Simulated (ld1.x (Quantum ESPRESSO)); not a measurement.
# silicon (Si): excitation energies, all-electron against PAW

- Element: silicon
- Generator: ld1.x (Quantum ESPRESSO) 7.5
- Type: PAW
- Functional: PBE
- Relativity: non-relativistic
- Frozen core: [Ne]
- Valence charge: 4
- Reference configuration: 3s2 3p2
- Partial waves: 3s (bound): rcut 1.55, rcutus 2.15 bohr; 3s channel at 0.25 Ry: rcut 1.55, rcutus 2.15 bohr; 3p (bound): rcut 1.85, rcutus 2.20 bohr; 3p channel at 4.75 Ry: rcut 1.85, rcutus 2.20 bohr
- Local potential: all-electron potential smoothed inside 2.00 bohr (lloc = -1)
- Core correction: a·sin(br)/r model core, default radius (core density twice the valence density)
- Augmentation charge: PSQ, inside the norm-conserving radii

Energies are relative to the spin-unpolarised reference configuration 3s2 3p2; without spin polarisation the order of configurations can differ from experiment.

```
valence configuration  charge  ΔE all-electron (eV)  error AE − PS (meV)
              3s2 3p1      +1                 7.751                 -0.4
              3s2 3p0      +2                23.756                 -8.7
              3s1 3p0      +3                57.658                  -53
              3s1 3p3       0                 6.759                 -0.5
              3s1 3p2      +1                15.119                 -1.6
```

(1) What are ΔE and the potential's error for 3s2 3p1.5?

(2) What are ΔE and the potential's error for 3s2 3p2.3?

Levels in the configuration 3s2 3p1.5:

```
level  all-electron (eV)  pseudo (eV)
   3s            -14.681      -14.682
   3p             -7.687       -7.687
```

Answers

(1) ΔE = 2.927 eV all-electron; the error (AE − PS) is 0.0 meV.

(2) ΔE = -0.933 eV all-electron; the error (AE − PS) is 0.0 meV.
